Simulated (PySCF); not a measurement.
Input and output

[La3]+ (triplet). PySCF 2.14.0, UKS PBE0, La def2-SVP with ECP46; non-relativistic Hamiltonian with scalar-relativistic core potentials where named; density fitting; no spin-orbit coupling. Purpose: level PBE0.

```python
mol = gto.M(atom='''
La     0.00000     0.00000     3.18580
La    -0.00000    -0.00000    -0.03358
La     0.00000     0.00000    -3.15222''',
    basis={'La': 'def2-SVP'},
    ecp={'La': 'def2-SVP'},
    charge=1, spin=2)
mf = dft.UKS(mol, xc='PBE0')
mf.grids.atom_grid = (75, 302)  # f atoms: unpruned, at least (60, 302)
mf = mf.density_fit()  # fitting sets: La def2-universal-JKFIT
mf.conv_tol = 1e-08; mf.max_cycle = 55
mf.kernel(dm0)  # dm0: converged density of the relaxed state
mf.nuc_grad_method().kernel()
```

Run from Python with OMP_NUM_THREADS=2; the lines above give its settings. Where DIIS fails, smearing, a level shift and second-order steps follow.
It took 6.5 s on 2 threads of Arm Neoverse V1, with other jobs on the host, from an already converged density.

**Question.** Where do the frontier levels lie, over both spins?

**Answer.** HOMO -6.89 eV, LUMO -5.47 eV. The state is spin-contaminated.

**Question.** What are the Mulliken charges and spins?

**Answer.** 
```csv
atom,charge (e),spin (e)
La1,0.802,-0.571
La2,-0.759,0.784
La3,0.957,1.787
```

**Question.** What forces act on the atoms (eV/Å)?

**Answer.** 
```
La   0.00  0.00 -0.09
La   0.00  0.00  0.04
La   0.00  0.00  0.05
```
Forces carry noise of the integration grid, about 0.01 to 0.03 eV/Å.

The geometry was relaxed with r2SCAN (La def2-SVP with ECP46).

Open shells may have lower solutions than the one found.
